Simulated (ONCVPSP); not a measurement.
u(r) = r·R(r): atom against pseudo-atom (zirconium)

Columns: radius, all-electron u(r) and pseudo u(r) of the 4p shell (level -33.06 eV) of zirconium in the configuration [Ar] 3d10 4s2 4p6 4d2 5s1.5 5p0.5; PBEsol, scalar-relativistic, ONCV scheme, ONCVPSP 4.0.1.

```
r (bohr)  all-electron  pseudo
   0.135        0.1750  0.0322
   0.270       -0.4152  0.1237
   0.405       -0.4311  0.2606
   0.540       -0.0764  0.4231
   0.675        0.3311  0.5884
   0.810        0.6512  0.7350
   0.945        0.8527  0.8460
   1.080        0.9483  0.9114
   1.215        0.9640  0.9294
   1.350        0.9264  0.9051
   1.485        0.8571  0.8482
   1.620        0.7719  0.7699
   1.755        0.6816  0.6815
   1.890        0.5929  0.5929
   2.025        0.5100  0.5100
   2.160        0.4348  0.4348
   2.295        0.3682  0.3682
   2.430        0.3101  0.3101
   2.565        0.2601  0.2600
   2.700        0.2173  0.2173
   2.835        0.1811  0.1811
   2.970        0.1505  0.1505
   3.105        0.1248  0.1248
   3.240        0.1033  0.1033
   3.375        0.0854  0.0854
   3.510        0.0705  0.0705
```

(1) How many radial nodes do the two functions have?

(2) At about which radius was the pseudo-wave matched?

(3) Where does each function peak?

(4) Is the pseudo-wave norm-conserving?

Answers

(1) The all-electron 4p function has n − l − 1 = 2; the pseudo-wave has 0, since the states of the same l below it are removed with the core.

(2) 1.80 bohr, where the columns begin to agree (steps of 0.14 bohr).

(3) Outermost all-electron maximum near 1.22 bohr, pseudo maximum near 1.22 bohr (to the table’s step).

(4) Yes: the ONCV scheme keeps the norm inside the radius equal to the all-electron one, which fixes the energy derivative of the logarithmic derivative at the level.
